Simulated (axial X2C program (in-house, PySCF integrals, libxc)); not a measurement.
Potential curves of WGe, 2c

Calculated with an in-house all-electron X2C program for linear molecules (integrals from PySCF). Two-component (2c) means X2C with spin–orbit coupling and atomic mean-field two-electron Coulomb and Gaunt terms. Basis: W dyall-cv3z [13s14p9d7f4g], Ge dyall-cv3z [9s9p7d4f1g] (cores contracted in-house); Gaussian nuclei, density fitting, unrestricted open shells. Masses: W 183.951 u, Ge 73.921 u.

State: Ω = 3 (⟨Sz⟩ = 1.99, ⟨Lz⟩ = 1.01 at HF). Energies in eV from the lowest point of each curve. Fits are polynomials in 1 − R0/R over 0.85 to 1.23 times the lowest point R0.

```json
{"R (Å)": "2.0880", "HF": "1.8488"}
{"R (Å)": "2.1840", "HF": "1.0950"}
{"R (Å)": "2.2560", "HF": "0.7091"}
{"R (Å)": "2.3280", "HF": "0.4354"}
{"R (Å)": "2.4000", "HF": "0.2468"}
{"R (Å)": "2.4840", "HF": "0.1074"}
{"R (Å)": "2.5680", "HF": "0.0320"}
{"R (Å)": "2.6760", "HF": "0.0000"}
{"R (Å)": "2.8080", "HF": "0.0208"}
{"R (Å)": "3.0000", "HF": "0.1005"}
```

One determinant describes the state; a PBE0 search over occupations chose it and may have missed a lower one. Other states lie close and PBE0, whose exact exchange favours high spin, may order them wrongly; the determinant shown need not be the ground state. The nearest other 2c determinant of the search, Ω = 1, lies 0.16 eV up at the distance of the search. With several unpaired electrons one determinant need not be a pure state. Open-shell Ω = 0 determinants with evenly filled partner blocks cannot be reached by this program, so the Ω shown need not be the lowest component. The determinant is spin-polarised beyond a pure state at some levels (its spin-free form has ⟨S²⟩ too high), which makes Re and μ there less reliable.

**Question.** What are Re and ωe at the HF level?

**Answer.** At HF, 2c: Re = 2.688 Å, ωe ≈ 137 cm⁻¹; Be follows as 0.0442 cm⁻¹.
